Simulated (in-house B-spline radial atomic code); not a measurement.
Inner levels of tantalum as electrons are removed. A shift is the extra binding of the orbital against the neutral atom ([Xe] 4f14 5d3/2(3) 6s2). The density at the nucleus is averaged over the nuclear charge. Computed with a radial B-spline atomic code at the basis-set limit: Dirac-Hartree-Fock, jj configuration that fills j = l - 1/2 first, finite nuclei.

A number in brackets counts the electrons of a j subshell.

```
  ion                    configuration  shift of 3d3/2 (eV)  shift of 2p3/2 (eV)  shift of 2p1/2 (eV)  radius of 3d3/2 (bohr)  radius of 2p3/2 (bohr)  radius of 2p1/2 (bohr)  Σ<r²> (bohr²)  change of density at nucleus (bohr⁻³)
Ta40+  [Ar] 3d10 4s2 4p1/2(2) 4p3/2(1)              1765.34              1832.26              1837.67                  0.1788                0.072635                0.064849         1.7503                                2983.69
Ta41+           [Ar] 3d10 4s2 4p1/2(2)              1835.23              1908.53              1915.57                 0.17851                0.072621                0.064832          1.538                                3290.68
Ta42+           [Ar] 3d10 4s2 4p1/2(1)              1907.81              1989.79              1995.83                 0.17819                0.072598                0.064826         1.3471                                 3279.4
Ta43+                    [Ar] 3d10 4s2              1981.12              2072.02              2077.03                 0.17786                0.072574                0.064817         1.1603                                3264.06
Ta44+                    [Ar] 3d10 4s1              2054.65              2152.66              2158.38                 0.17756                0.072556                0.064802        0.97499                               -1964.87
Ta45+                        [Ar] 3d10                    ?                    ?                    ?                       ?                       ?                       ?              ?                                      ?
Ta46+           [Ar] 3d3/2(4) 3d5/2(5)              2255.91              2385.35              2396.44                 0.17585                0.072465                0.064754        0.74523                               -6776.76
Ta47+           [Ar] 3d3/2(4) 3d5/2(4)              2384.55              2538.62              2554.53                 0.17447                0.072391                0.064719        0.69871                               -6210.01
Ta48+           [Ar] 3d3/2(4) 3d5/2(3)                    ?                    ?                    ?                       ?                       ?                       ?              ?                                      ?
Ta49+           [Ar] 3d3/2(4) 3d5/2(2)               2646.5              2851.26              2877.29                 0.17179                0.072236                0.064647        0.60985                               -5040.13
Ta50+           [Ar] 3d3/2(4) 3d5/2(1)              2779.81              3010.61              3041.97                 0.17049                0.072156                0.064608        0.56741                               -4436.95
Ta51+                    [Ar] 3d3/2(4)                    ?                    ?                    ?                       ?                       ?                       ?              ?                                      ?
Ta52+                    [Ar] 3d3/2(3)              3050.88               3342.5              3375.83                 0.16791                0.072002                0.064488        0.48746                               -3155.83
```

Task: Fill in the row of Ta45+.

Result: shift of 3d3/2 (eV): 2128.83; shift of 2p3/2 (eV): 2234.12; shift of 2p1/2 (eV): 2240.56; radius of 3d3/2 (bohr): 0.17725; radius of 2p3/2 (bohr): 0.072537; radius of 2p1/2 (bohr): 0.064787; Σ<r²> (bohr²): 0.79323; change of density at nucleus (bohr⁻³): -7331.43.

Task: Fill in the row of Ta48+.

Result: shift of 3d3/2 (eV): 2514.74; shift of 2p3/2 (eV): 2693.93; shift of 2p1/2 (eV): 2714.81; radius of 3d3/2 (bohr): 0.17312; radius of 2p3/2 (bohr): 0.072314; radius of 2p1/2 (bohr): 0.064684; Σ<r²> (bohr²): 0.6536; change of density at nucleus (bohr⁻³): -5631.14.

Task: Fill in the row of Ta51+.

Result: shift of 3d3/2 (eV): 2914.68; shift of 2p3/2 (eV): 3171.97; shift of 2p1/2 (eV): 3208.82; radius of 3d3/2 (bohr): 0.1692; radius of 2p3/2 (bohr): 0.072074; radius of 2p1/2 (bohr): 0.064568; Σ<r²> (bohr²): 0.52623; change of density at nucleus (bohr⁻³): -3821.58.
